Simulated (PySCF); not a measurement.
# Working out the ionisation energy of I²⁺

I²⁺ [Kr] 4d10 5s2 5p3 (4S) → I³⁺ [Kr] 4d10 5s2 5p2 (3P). Computed with PySCF 2.14 in aug-cc-pVTZ-PP with ECP28MDF (6s5p4d2f, 55 functions), with scalar relativity through the core potential. Frozen: 4s2 4p6 4d10. Energies in hartree (1 hartree = 27.21139 eV):

```csv
part,I²⁺ (lower),I³⁺ (upper)
UHF,-293.662047,-292.564874
MP2 opposite-spin,-0.048365,-0.041366
MP2 same-spin,-0.017005,-0.007926
```

Q: What does Hartree-Fock give?

A: (-292.564874) − (-293.662047) = 1.097173 hartree = 29.856 eV.

Q: What do MP2 and SCS-MP2 (6/5 opposite-spin, 1/3 same-spin) give?

A: The opposite-spin parts differ by 0.190 eV and the same-spin parts by 0.247 eV. MP2: 29.856 + (0.190) + (0.247) = 30.293 eV. SCS-MP2: 29.856 + 1.2 × (0.190) + (0.247)/3 = 30.166 eV.

Reference: 29.57 ± 0.025 eV (measured; NIST Atomic Spectra Database, ionization energies), between the lowest levels; spin-orbit coupling is absent from the calculation.

What remains against the reference includes basis incompleteness, the frozen core and correlation beyond second order.
